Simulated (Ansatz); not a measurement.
Consider the ligand exchange at the Al–C bond: `F[CH2][AlH2]` + `CC(O)O` → `CC(O)[O][AlH2]` + `CF`.

Calculated with Ansatz (gas phase, PBE0-D4/def2-TZVP geometries, no zero-point term in ΔE). CCSD(T)/CBS adds triple-zeta CCSD(T) − MP2 to the extrapolated MP2 energy (def2 sets, frozen cores). This one scheme is used for every species. DFT in def2-TZVPP. B3LYP here is the variant with VWN-RPA as its local correlation; programs differ in this. Each species was taken in one conformer, which may not be the lowest.

`F[CH2][AlH2]`:

Z-matrix (Å, degrees):
```
C
Al 1 1.981
F 1 1.398 2 112.4
H 1 1.099 2 111.6 3 121.1
H 1 1.099 2 111.6 3 -121.1
H 2 1.589 1 117.1 3 -179.9
H 2 1.583 1 121.0 3 0.1
```

`CC(O)O`:

```xyz
10

C     0.783    0.604    0.501
C    -0.028   -0.403   -0.275
O    -0.672    0.292   -1.310
O    -0.949   -1.093    0.527
H     1.296    0.112    1.328
H     1.521    1.081   -0.145
H     0.126    1.382    0.898
H     0.616   -1.192   -0.682
H    -1.190   -0.347   -1.808
H    -1.502   -0.436    0.965
```

`CC(O)[O][AlH2]`:

Cartesian coordinates in Å:
```
C -1.330 0.742 -0.879
C -0.258 -0.267 -0.554
O -0.778 -1.132 0.429
O 0.891 0.379 -0.108
Al 1.841 0.098 1.269
H -1.612 1.276 0.031
H -2.212 0.244 -1.284
H -0.953 1.460 -1.607
H 0.003 -0.848 -1.451
H -0.221 -1.914 0.484
H 1.886 -1.342 1.931
H 2.742 1.303 1.738
```

`CF`:

Z-matrix (Å, degrees):
```
C
F 1 1.376
H 1 1.092 2 109.1
H 1 1.092 2 109.1 3 -120.0
H 1 1.092 2 109.1 3 120.0
```

Task: Is it downhill or uphill in electronic energy at CCSD(T)/CBS, and by how much? (Estimate.)

Result: Computed: Downhill: ΔE = -38.7 kcal/mol.

Task: What do these levels give: revPBE-D4, B3LYP-D4, r2SCANh-D4, B3LYP, BHLYP, MP2/def2-QZVPP? (Best estimate.)

Result: Computed: revPBE-D4 -35.8, B3LYP-D4 -38.9, r2SCANh-D4 -38.8, B3LYP -37.9, BHLYP -39.4, MP2/def2-QZVPP -40.2 kcal/mol.

Largest T1 diagnostic among the species: 0.012.

From PBE to PBE0 (25 % exact exchange), in def2-TZVPP and without D4, ΔE moves by −1.0 kcal/mol. At CCSD(T), def2-SVP lies −2.2 kcal/mol from the extrapolated value and def2-TZVPP −0.5 kcal/mol. The D4 term adds −1.0 kcal/mol with B3LYP and −0.6 kcal/mol with PBE0; it sums over pairs of atoms, weighted by their polarisabilities, and B3LYP, whose exchange is more repulsive, gets the larger term.
